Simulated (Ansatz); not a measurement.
## Energy profile

The step: Si₂H₅SBr ([SiH3][SiH]([SH])[Br]) → Si₂H₄S ([SiH3][SiH][S]) + HBr; bonds formed: Br2–H4; bonds broken: Si1–Br2, S3–H4 (atoms numbered as in the saddle structure below).

```
9
angstrom
Si -0.9342 -0.4059 -0.1502
Br 1.1268 -1.8533 -1.4219
S -1.3312 -1.9195 1.0676
H 0.2767 -2.3415 -0.2844
H -1.6997 -0.1846 -1.4103
Si 0.4369 1.3964 0.4507
H 0.9785 2.0533 -0.7675
H 1.5354 0.8832 1.3041
H -0.3893 2.3717 1.2118
```

Electronic energies by CCSD(T) at an estimated basis limit (MP2 extrapolated from triple and quadruple zeta, plus CCSD(T) − MP2 in triple zeta), on PBE0-D4/def2-TZVP structures; Si2H5SBr, closed shell; no counterpoise correction. Computed with Ansatz 0.2.0 (basis: def2-TZVPP and def2-QZVPP); correlated methods freeze the cores. Filled d shells of the heavier atoms are correlated. The def2 sets are not built for correlating such inner shells, so the correlated values are less sure here. Extrapolation: Hartree–Fock as exp(−7.88 √X), correlation as X^−2.97.

Problem. Give the profile in kJ/mol, counted from the start structure. (To be estimated.)

Solution. Computed:
| point | kJ/mol |
| --- | --- |
| start structure | 0.0 |
| saddle | 200.8 |
| end structure | 188.4 |
| separated: Si2H4S (linked as [SiH3][SiH][S]; Si1, S3, H5, Si6, H7, H8, H9; singlet) + HBr (Br2, H4; singlet) | 207.8 |

The T1 diagnostic stays at or below 0.018.

For scale, one of the runs: CCSD(T)/def2-TZVPP, 244 basis functions, launched by `ansatz run in.yaml --threads 8 --pin off --events-out ev --progress --plain --max-ram 19148MiB`. The run took 90 s on 8 CPU threads of an Arm Neoverse V1 (shared host), with 4.4 GiB of host memory at its peak.
